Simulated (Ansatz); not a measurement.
B6H2, relaxed as a singlet with RKS PBE0-D4/def2-SVP in Ansatz, starting from the GFN2-xTB geometry. Force threshold 0.02 eV/Å.

Another isomer (singlet) lies 0.16 eV lower at PBE0-D4/def2-TZVP; other spin states weren't run for this one.

Start:

Cartesian coordinates in Å:
```
B 0.257 0.652 1.528
B -1.369 0.749 -0.606
B 0.179 -0.095 0.078
B 0.514 -1.074 -1.187
B -1.134 0.857 0.893
B -0.490 0.020 -1.610
H 0.940 -2.156 -1.331
H 1.103 1.048 2.236
```

Question: Estimate the energy that the relaxation releases and the steps that it takes.

Answer: 0.47 eV, in 9 steps; 11 s on 4 threads of Arm Neoverse V2 on a shared host. No frequencies were taken in this run, so the end may be a saddle point.

Question: Does the start keep its bonding and symmetry?

Answer: By distances, no bond broke or formed. The bond that changes most is B2–B3, from 1.89 to 1.73 Å (atoms count from 1). Point group C2 at the start, C2v at the end, both within 0.05 Å.

Question: Predict the relaxed structure.

Answer: 
Cartesian coordinates in Å:
```
B 0.317 0.706 1.511
B -1.459 0.793 -0.644
B -0.040 0.024 -0.019
B 0.489 -1.144 -1.155
B -0.971 1.285 0.754
B -0.822 -0.311 -1.546
H 1.361 -1.950 -1.283
H 1.126 0.596 2.383
```
Bond lengths: 9 × B–B 1.56 to 1.75 Å; 2 × B–H 1.19 Å.
